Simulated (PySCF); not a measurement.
Stepwise substitution at one centre (Ga H-Cl). All species are isolated molecules in the gas phase. Strings in code marks are SMILES.

The dipole moment from two functionals at the same geometries (B3LYP-D3(BJ)/def2-TZVP), both in PySCF: PBE-D3(BJ)/def2-TZVP and M06-2X/def2-TZVP. 

```json
[
 {"species": "0 of 3 H replaced by Cl", "M06-2X/def2-TZVP (D)": "0.00"},
 {"species": "1 of 3 H replaced by Cl (`[Cl][GaH2]`)", "M06-2X/def2-TZVP (D)": "2.12"},
 {"species": "2 of 3 H replaced by Cl (`[Cl][GaH][Cl]`)", "M06-2X/def2-TZVP (D)": "1.84"},
 {"species": "3 of 3 H replaced by Cl (`[Cl][Ga]([Cl])[Cl]`)", "M06-2X/def2-TZVP (D)": "0.00"}
]
```

**Question.** What does PBE-D3(BJ)/def2-TZVP give for each?

**Answer.** 
- 0 of 3 H replaced by Cl: 0.00
- 1 of 3 H replaced by Cl (`[Cl][GaH2]`): 1.88
- 2 of 3 H replaced by Cl (`[Cl][GaH][Cl]`): 1.65
- 3 of 3 H replaced by Cl (`[Cl][Ga]([Cl])[Cl]`): 0.00
Over these rows, drawn at random from the members with no instability flagged (it was tested for open shells, ions and some series alone), PBE minus M06-2X: mean -0.11 D, from -0.24 D to 0.00 D.
